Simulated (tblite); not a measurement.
Compound: CH7B2NO.
Structure used (GFN2-xTB), in Å, numbered top down from 1:
```xyz
12
CH7B2NO angstrom
B      2.053    0.653    0.775
O      1.165   -0.259    0.540
B      0.235   -1.164    0.280
N     -1.008   -0.796   -0.261
C     -1.444    0.542   -0.593
H      2.086    1.192    1.830
H      2.836    0.947   -0.066
H      0.445   -2.302    0.501
H     -1.704   -1.497   -0.452
H     -2.325    0.825   -0.007
H     -1.698    0.619   -1.655
H     -0.639    1.241   -0.373
```

Calculated harmonic vibrations of the isolated species, GFN2-xTB (tblite), most abundant isotopes, no scaling. The method is semi-empirical: single wavenumbers can be off by several per cent or more. Modes of hydrogen on boron can be 10 to 20 % off. One conformer, not necessarily the lowest.

Harmonic wavenumbers (cm⁻¹): 90.3, 107.0, 135.7, 227.1, 262.3, 349.5, 561.8, 580.4, 773.2, 890.8, 907.5, 958.6, 970.9, 1065.9, 1116.1, 1153.4, 1218.9, 1297.1, 1408.0, 1430.3, 1483.3, 1499.2, 1584.4, 2481.2, 2491.0, 2557.2, 2924.2, 2949.4, 3028.7, 3477.9.

A = 11058, B = 3272, C = 2622 MHz; mass 71.071 u (most abundant isotopes); point group Cs, symmetry number 1.

Q: Zero-point energy?

A: ½Σν̃ = 19991 cm⁻¹ = 57.16 kcal/mol.

Q: Give the ideal-gas entropy at 400 K and 1 bar in the rigid-rotor, harmonic-oscillator model (classical rotation).

A: Translation 40.19, rotation 26.51, vibration 22.45: S = 89.1 cal/(mol K).

Q: And Cp and H(400 K) − H(0)?

A: Cp = 30.76 cal/(mol K), of which vibrations give 22.81 (their classical limit is 30 R = 59.6); H(400 K) − H(0) = 7.89 kcal/mol without the zero-point energy, 4.71 from vibrations.

Q: What must be added to the electronic energy to get the Gibbs energy at 400 K and 1 bar?

A: ZPE + [H(400 K) − H(0)] − T·S = 57.16 + 7.89 − 35.66 = 29.39 kcal/mol.

Q: Which modes carry the vibrational entropy at 400 K?

A: 90.3 cm⁻¹: 4.23; 107.0 cm⁻¹: 3.90; 135.7 cm⁻¹: 3.43; 227.1 cm⁻¹: 2.44; 262.3 cm⁻¹: 2.17; 349.5 cm⁻¹: 1.66 cal/(mol K); the other 24 give 4.62 together.

Q: How do the functions run with temperature in this model?

A: 
| T (K) | S (cal/(mol K)) | Cp (cal/(mol K)) | H − H(0) (kcal/mol) | G − H(0) (kcal/mol) | ln q(vib) |
| --- | --- | --- | --- | --- | --- |
| 100 | 60.2 | 14.7 | 1.09 | -4.93 | 0.78 |
| 200 | 72.0 | 19.9 | 2.83 | -11.58 | 2.34 |
| 300 | 81.1 | 25.3 | 5.09 | -19.25 | 3.88 |
| 500 | 96.5 | 35.7 | 11.22 | -37.06 | 6.84 |
| 800 | 115.8 | 46.4 | 23.65 | -69.01 | 11.08 |
| 1000 | 126.7 | 51.1 | 33.42 | -93.29 | 13.72 |

q(vib) and H(0) count from the zero-point level.

Q: Blend soft modes into free rotors: weight 1/[1 + (100 cm⁻¹/ν̃)⁴] for the oscillator and the rest for a rotor with moment μB/(μ + B), μ = h/(8π²ν), B = 10⁻⁴⁴ kg m². What vibrational entropy results?

A: 21.37 cal/(mol K) in place of 22.45, which changes −T·S at 400 K by +0.43 kcal/mol.

Hindered rotation and anharmonicity are outside this model. Other conformers, if any are populated, would add a mixing term that is left out.

Time: 0.14 s wall. Hardware: an Arm Neoverse V2 with one thread, shared host. This covers the Hessian and the dipole derivatives.
